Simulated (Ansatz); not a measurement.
Energy needed to pull apart H2Se2O (SMILES O[Se][SeH]), closed shell, into free ground-state atoms, from the structure below (displaced at random from a GFN2-xTB minimum); no zero-point or spin–orbit terms; open-shell atoms are treated unrestricted, in their ground-state multiplicity.

O1  (-1.320, -0.045, -0.818)
Se2  (-0.320, -1.057, 0.322)
Se3  (1.341, 0.398, 0.895)
H4  (-1.940, 0.473, -0.318)
H5  (2.271, 0.128, -0.113)
(Å)

Ansatz 0.2.0; basis: def2-TZVPP; cores frozen in the correlated methods. Filled d shells of the heavier atoms are correlated. The def2 sets are not built for correlating such inner shells, so the correlated values are less sure here.

| method | atomization energy (kJ/mol) |
| --- | --- |
| SPW92 | ? |
| PBE-D4 | 1361 |
| r2SCAN-D4 | 1310 |
| PBE0-D4 | 1288 |
| r2SCANh-D4 | 1285 |
| wB97M-V | 1285 |
| HF | 702 |
| MP2 | 1279 |
| CCSD | ? |
| CCSD(T) | 1246 |

(1) What does CCSD give? (To be estimated.)

(2) What does SPW92 give? (Judge from chemistry; the value comes from the calculation.)

No T1 diagnostic of these runs exceeds 0.012.

Answers

(1) Computed: 1204 kJ/mol, which is about 42 kJ/mol less than CCSD(T)/def2-TZVPP.

(2) The calculation gives: 1609 kJ/mol, which is about 363 kJ/mol more than CCSD(T)/def2-TZVPP.

In triple zeta the MP2 and coupled-cluster atomization energies are still short of their basis limit by a few kcal/mol a bond, whereas those of the functionals are nearly converged, so these differences are not deviations from converged CCSD(T).

For scale, one of the runs: CCSD(T)/def2-TZVPP forces, 155 basis functions (an equivalent command: `ansatz run in.yaml --threads 4`). The run took 3.6 min on 4 CPU threads (shared host), with 1.9 GiB of host memory at its peak.
